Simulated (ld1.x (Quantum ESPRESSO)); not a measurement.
# Reading a pseudo-wave (tantalum)

Columns: radius, all-electron u(r) and pseudo u(r) of the 5p shell (level -54.98 eV) of tantalum in the configuration [Kr] 4d10 4f14 5s2 5p6 5d3 6s0 6p0; PBEsol, scalar-relativistic, TM semilocal scheme, ld1.x (Quantum ESPRESSO) 7.5.

| r (bohr) | all-electron | pseudo |
| --- | --- | --- |
| 0.130 | -0.3254 | -0.0234 |
| 0.260 | 0.1552 | -0.0929 |
| 0.390 | 0.5247 | -0.2065 |
| 0.520 | 0.2360 | -0.3593 |
| 0.650 | -0.2455 | -0.5400 |
| 0.780 | -0.6448 | -0.7266 |
| 0.910 | -0.8923 | -0.8863 |
| 1.040 | -1.0037 | -0.9859 |
| 1.170 | -1.0168 | -1.0092 |
| 1.300 | -0.9675 | -0.9664 |
| 1.430 | -0.8837 | -0.8837 |
| 1.560 | -0.7845 | -0.7845 |
| 1.690 | -0.6823 | -0.6823 |
| 1.820 | -0.5843 | -0.5843 |
| 1.950 | -0.4944 | -0.4944 |
| 2.080 | -0.4144 | -0.4144 |
| 2.210 | -0.3447 | -0.3447 |
| 2.340 | -0.2849 | -0.2849 |
| 2.470 | -0.2342 | -0.2342 |
| 2.600 | -0.1917 | -0.1917 |
| 2.730 | -0.1563 | -0.1563 |
| 2.860 | -0.1269 | -0.1269 |
| 2.990 | -0.1028 | -0.1028 |
| 3.120 | -0.0830 | -0.0830 |
| 3.250 | -0.0669 | -0.0669 |
| 3.380 | -0.0538 | -0.0538 |

Question: How many radial nodes do the two functions have?

Answer: The all-electron 5p function has n − l − 1 = 3 (the table is too coarse to show those close to the nucleus); the pseudo-wave has 0, since the states of the same l below it are removed with the core.

Question: At about which radius was the pseudo-wave matched?

Answer: 1.50 bohr, where the columns begin to agree (steps of 0.13 bohr).

Question: Is the pseudo-wave norm-conserving?

Answer: Yes: the TM semilocal scheme keeps the norm inside the radius equal to the all-electron one, which fixes the energy derivative of the logarithmic derivative at the level.
